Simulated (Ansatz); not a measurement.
**Ligand exchange: C2H6AlBr + C2H2BrF → C2H7Al + C2HBr2F**

Species: C2H6AlBr `C[CH2][AlH][Br]`, singlet; C2H2BrF `C=C(F)Br`, singlet; C2H7Al `C[CH2][AlH2]`, singlet; C2HBr2F `F/C(Br)=C/Br`, singlet. The partners trade Br for H: Al–Br and C–H bonds give way to Al–H and C–Br.

Shapes, held fixed at every level: PBE0-D4/def2-TZVP. Flexible molecules stand in one conformer, not always the lowest. Programs: Ansatz 0.2.0. Electronic energies: no zero-point or thermal term.

| level | kind | ΔE (kJ/mol) | less CCSD(T)/def2-TZVPP |
| --- | --- | --- | --- |
| PBE-D4/def2-TZVPP | GGA | +235.5 | -10.1 |
| B3LYP-D4/def2-TZVPP | global hybrid | +243.6 | -2.0 |
| PBE0-D4/def2-TZVPP | global hybrid | +245.4 | -0.2 |
| wB97M-V/def2-TZVPP | range-separated hybrid | +248.5 | +2.9 |
| wB97X-V/def2-TZVPP | range-separated hybrid | +244.9 | -0.7 |
| MP2/def2-TZVPP | perturbation theory | +246.8 | +1.2 |
| CCSD/def2-TZVPP | coupled cluster or CI | +249.4 | +3.8 |
| CCSD(T)/def2-TZVPP | coupled cluster or CI | +245.6 | 0.0 |

The highest level, CCSD(T)/def2-TZVPP, gives ΔE = +245.6 kJ/mol; the levels span +235.5 to +249.4. The column of differences is taken from that level and isn't an error. No measured value is set beside it here. Relativity is left out for Br. Outer-core shells of Br are correlated, in sets that cover them unevenly.
